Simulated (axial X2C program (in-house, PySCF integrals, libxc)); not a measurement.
# Curves of LaCl⁻ by EOM-EA-CCSD

Calculated with an axial X2C code built on PySCF integrals: two-component X2C with atomic mean-field Coulomb and Gaunt terms, Gaussian nuclei, basis La dyall-cv3z, Cl dyall-av3z with contracted cores.

Energies in eV from the lowest point of the lowest state; states are followed by energy order within each Ω. Reference: LaCl, 18 electrons correlated in 84 virtual spinors with an MP2 remainder; levels at this size can be off by some tenths of an eV. Masses 138.906 and 34.969 u.

| R (Å) | (1)Ω=3/2 | (1)Ω=5/2 | (1)Ω=1/2 | (2)Ω=3/2 | (2)Ω=1/2 |
| --- | --- | --- | --- | --- | --- |
| 2.349 | 0.5669 | 0.6810 | 0.6799 | 0.7971 | 0.9026 |
| 2.451 | 0.2230 | 0.3393 | 0.3644 | 0.4927 | 0.5796 |
| 2.553 | 0.0503 | 0.1689 | 0.2081 | 0.3466 | 0.4181 |
| 2.668 | 0.0000 | 0.1185 | 0.1578 | 0.2949 | 0.3678 |
| 2.783 | 0.0477 | 0.1683 | 0.1983 | 0.3445 | 0.4073 |

T1 of the reference reaches 0.020 (Lee–Taylor). Curves followed by order can swap character. Number of frozen shells: La 4 s, 3 p, 2 d; Cl 2 s, 1 p. Roots with under 60 % one-particle weight at any point are counted in the labels but not shown, and the list ends where the roots sought for some Ω run out; states that need a further excitation are missing and may lie low or lowest. Curves with a minimum but no constants failed the fit check. The closed-shell reference lies 0.22 eV above the lowest PBE0 determinant.
